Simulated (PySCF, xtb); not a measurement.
InF₃, SMILES [In]([F])([F])[F].

Harmonic wavenumbers (cm⁻¹) from xtb with GFN2-xTB at its own minimum, in rising order: 74, 74, 95, 292, 360, 360.

Question: What does PBE-D3(BJ)/def2-SVP run with PySCF give at its own minimum? (Estimate from the structure and the level; the computed values follow.)

Answer: 109, 109, 138, 570, 619, 619. Paired by order, the mean absolute difference is 152 cm⁻¹ and the zero-point energies are 1.8 and 3.1 kcal/mol.
